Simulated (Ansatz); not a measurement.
One geometry of C12H10 (`c1cc2c3c(cccc3c1)CC2`), several functionals.

```yaml
crystal:
  periodic: [false, false, false]
  atoms:
    - {symbol: C, position_ang: [1.098281, -2.489909, 0.349302]}
    - {symbol: C, position_ang: [1.841653, -1.480002, -0.304571]}
    - {symbol: C, position_ang: [1.272851, -0.246115, -0.467259]}
    - {symbol: C, position_ang: [-0.024652, -0.031871, 0.021143]}
    - {symbol: C, position_ang: [-0.477095, 1.274849, -0.214933]}
    - {symbol: C, position_ang: [-1.730418, 1.623805, 0.209202]}
    - {symbol: C, position_ang: [-2.519254, 0.652915, 0.868879]}
    - {symbol: C, position_ang: [-2.074705, -0.626384, 1.099797]}
    - {symbol: C, position_ang: [-0.785121, -1.014985, 0.673091]}
    - {symbol: C, position_ang: [-0.172566, -2.278822, 0.826735]}
    - {symbol: C, position_ang: [0.604380, 2.040697, -0.931340]}
    - {symbol: C, position_ang: [1.768330, 1.026681, -1.102744]}
    - {symbol: H, position_ang: [1.552012, -3.466809, 0.476680]}
    - {symbol: H, position_ang: [2.841697, -1.698262, -0.663417]}
    - {symbol: H, position_ang: [-2.128321, 2.620498, 0.051812]}
    - {symbol: H, position_ang: [-3.512224, 0.932702, 1.203783]}
    - {symbol: H, position_ang: [-2.712176, -1.340561, 1.609864]}
    - {symbol: H, position_ang: [-0.708252, -3.081282, 1.322402]}
    - {symbol: H, position_ang: [0.916699, 2.915665, -0.354921]}
    - {symbol: H, position_ang: [0.252149, 2.414533, -1.896443]}
    - {symbol: H, position_ang: [2.683308, 1.380354, -0.620069]}
    - {symbol: H, position_ang: [2.013415, 0.872303, -2.157008]}
basis:
  gaussian: {orbitals: def2-TZVPP}
hamiltonian: {xc: {name: r2SCANh}, dispersion: d4}
output: {orbitals: {seedname: orbitals}}
```

```sh
$ ansatz run in.yaml --threads 4 --pin off --events-out ev --progress --plain --max-ram 66560MiB --backend cuda --devices 0, --max-vram 37GiB
```

Output, abridged:

```
Functional definition: r2SCANh
2750 factors; their error is unknown
mean field evaluation 1: about -12586.8535 eV, gradient 8.3e1 eV
mean field evaluation 2: about -12579.0863 eV, gradient 1.0e2 eV
mean field evaluation 4: about -12603.7789 eV, gradient 1.1e1 eV
mean field evaluation 8: about -12604.0586 eV, gradient 3.9e-1 eV
mean field evaluation 16: about -12604.0239 eV, gradient 3.1e-3 eV
mean field -12604.02394433 eV, -463.1893366399 hartree, gradient 5.1e-5 eV, S^2 0.000000; 0 other end points of the search recorded, 0 dependent functions left out
reference -12604.02395892 eV, -463.1893371760 hartree; 41, 41 occupied and 471, 471 virtual orbitals, 2750 factors
Total energy: -12604.25118993 eV, -463.1976877615 hartree
```

Hardware: 4 threads of an AMD EPYC 7R13 on a shared host and a share of an NVIDIA H100 80 GB. Wall time 8 s, peak host memory 1.5 GiB.

With the line `hamiltonian: {xc: hse06, dispersion: d4}` (abridged; 6.5 s):

```
Functional definition: HSE06
mean field evaluation 16: about -12596.0706 eV, gradient 6.8e-4 eV
mean field -12596.07061017 eV, -462.8970570006 hartree, gradient 3.5e-5 eV, S^2 0.000000
Total energy: -12596.69472727 eV, -462.9199928808 hartree
```

With the line `hamiltonian: {xc: {name: revPBE}, dispersion: d4}` (abridged; 10 s):

```
Functional definition: revPBE
mean field evaluation 16: about -12608.2206 eV, gradient 2.0e-3 eV
mean field -12608.22055758 eV, -463.3435593322 hartree, gradient 4.3e-5 eV, S^2 0.000000
Total energy: -12610.68680511 eV, -463.4341922574 hartree
```

Changing it to `hamiltonian: {xc: {name: wB97X-V}}` (abridged; 9.5 s):

```
Functional definition: wB97X-V
mean field evaluation 16: about -12608.3584 eV, gradient 4.6e-4 eV
mean field -12608.35838944 eV, -463.3486245598 hartree, gradient 2.2e-5 eV, S^2 0.000000
Total energy: -12608.35838681 eV, -463.3486244630 hartree
```

With the line `hamiltonian: {xc: pbe, dispersion: d4}` and forces (abridged; 11 s):

```
Functional definition: PBE
mean field evaluation 16: about -12595.3559 eV, gradient 1.9e-3 eV
mean field -12595.35582394 eV, -462.8707890908 hartree, gradient 7.5e-5 eV, S^2 0.000000
Total energy: -12596.14213467 eV, -462.8996854775 hartree
Atom 0 force     0.236352    -0.153019    -0.050994 eV/Å
Atom 1 force     0.198186    -0.207467    -0.017132 eV/Å
Atom 2 force     0.069054     0.220582    -0.102357 eV/Å
Atom 3 force     0.057340     0.074177    -0.049123 eV/Å
Atom 4 force     0.190496     0.114873    -0.120038 eV/Å
Atom 5 force    -0.230664     0.165490     0.044976 eV/Å
Atom 6 force    -0.188121     0.215388     0.009494 eV/Å
Atom 7 force    -0.010946    -0.239452     0.084278 eV/Å
Atom 8 force    -0.127251    -0.164455     0.108764 eV/Å
Atom 9 force    -0.219539    -0.058638     0.113736 eV/Å
Atom 10 force    -0.012328     0.022161    -0.002213 eV/Å
Atom 11 force     0.023030    -0.008334    -0.007000 eV/Å
Atom 12 force     0.105204    -0.214814     0.025655 eV/Å
Atom 13 force     0.221154    -0.052661    -0.077860 eV/Å
Atom 14 force    -0.092089     0.219539    -0.032747 eV/Å
Atom 15 force    -0.219412     0.067169     0.072217 eV/Å
Atom 16 force    -0.136041    -0.163611     0.112526 eV/Å
Atom 17 force    -0.124700    -0.173412     0.110954 eV/Å
Atom 18 force     0.059323     0.194083     0.103863 eV/Å
Atom 19 force    -0.069567     0.096690    -0.194410 eV/Å
Atom 20 force     0.199973     0.071885     0.082603 eV/Å
Atom 21 force     0.070547    -0.026177    -0.215192 eV/Å
Dipole moment:     0.109786     0.141928    -0.094119 e Å
```

With the line `hamiltonian: {xc: r2scan, dispersion: d4}` and forces (abridged; 8 s):

```
Functional definition: r2SCAN
mean field evaluation 16: about -12604.5647 eV, gradient 3.6e-3 eV
mean field -12604.56463738 eV, -463.2092067429 hartree, gradient 5.4e-5 eV, S^2 0.000000
Total energy: -12604.78030640 eV, -463.2171324332 hartree
Atom 0 force     0.162743    -0.141851    -0.023004 eV/Å
Atom 1 force     0.175844    -0.131455    -0.032697 eV/Å
Atom 2 force    -0.015038     0.083767    -0.020832 eV/Å
Atom 3 force     0.069473     0.089863    -0.059523 eV/Å
Atom 4 force     0.080325     0.000548    -0.035019 eV/Å
Atom 5 force    -0.155905     0.157241     0.015605 eV/Å
Atom 6 force    -0.163351     0.141085     0.023355 eV/Å
Atom 7 force    -0.043421    -0.182591     0.079533 eV/Å
Atom 8 force    -0.087675    -0.113290     0.074809 eV/Å
Atom 9 force    -0.160569    -0.081259     0.095806 eV/Å
Atom 10 force    -0.039671     0.166455    -0.037224 eV/Å
Atom 11 force     0.161471    -0.009003    -0.067231 eV/Å
Atom 12 force     0.005438    -0.001085    -0.002003 eV/Å
Atom 13 force     0.007694    -0.004572    -0.001783 eV/Å
Atom 14 force    -0.005756     0.007104     0.000169 eV/Å
Atom 15 force    -0.002069     0.005442    -0.000924 eV/Å
Atom 16 force     0.001766    -0.009709     0.002416 eV/Å
Atom 17 force    -0.009346    -0.000030     0.004030 eV/Å
Atom 18 force    -0.005443     0.011259    -0.007795 eV/Å
Atom 19 force    -0.001400     0.014080     0.002156 eV/Å
Atom 20 force     0.010180    -0.002740    -0.009697 eV/Å
Atom 21 force     0.014711     0.000739    -0.000146 eV/Å
Dipole moment:     0.114395     0.147888    -0.098071 e Å
```

HSE06 is the plane-wave form, built on full-range PBE exchange.
